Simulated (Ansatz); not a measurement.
Wavefunction ladder for `[BH2][GaH][SiH3]`

Z-matrix (Å, degrees):
```
Si
Ga 1 2.424
H 1 1.491 2 110.1
H 1 1.489 2 113.8 3 -120.8
H 1 1.491 2 110.2 3 118.3
B 2 2.058 1 122.2 3 120.3
H 2 1.576 1 114.5 3 -59.6
H 6 1.199 2 122.0 1 88.6
H 6 1.199 2 121.9 1 -88.5
```

Total charge 0; spin multiplicity 1. Correlated methods include outer-core shells of Ga, which these sets cover unevenly. Scalar relativity is left out up to krypton. The geometry is a stationary point of PBE0-D4/def2-TZVP. Frozen core, restricted reference, the Gaussian-basis code of Ansatz.

| basis | HF (Eh) | MP2 corr. |
| --- | --- | --- |
| def2-SVP | -2239.94425 | -0.39906 |
| def2-TZVPP | -2240.32362 | -0.45990 |
| def2-QZVPP | -2240.37412 | -0.72320 |

(1) Estimate the CCSD correlation energy and the (T) correction in each basis where they were run (hartree).

Results:

(1) 
```
     basis  CCSD corr.       (T)
  def2-SVP    -0.44144  -0.01292
def2-TZVPP    -0.50510  -0.01809
```
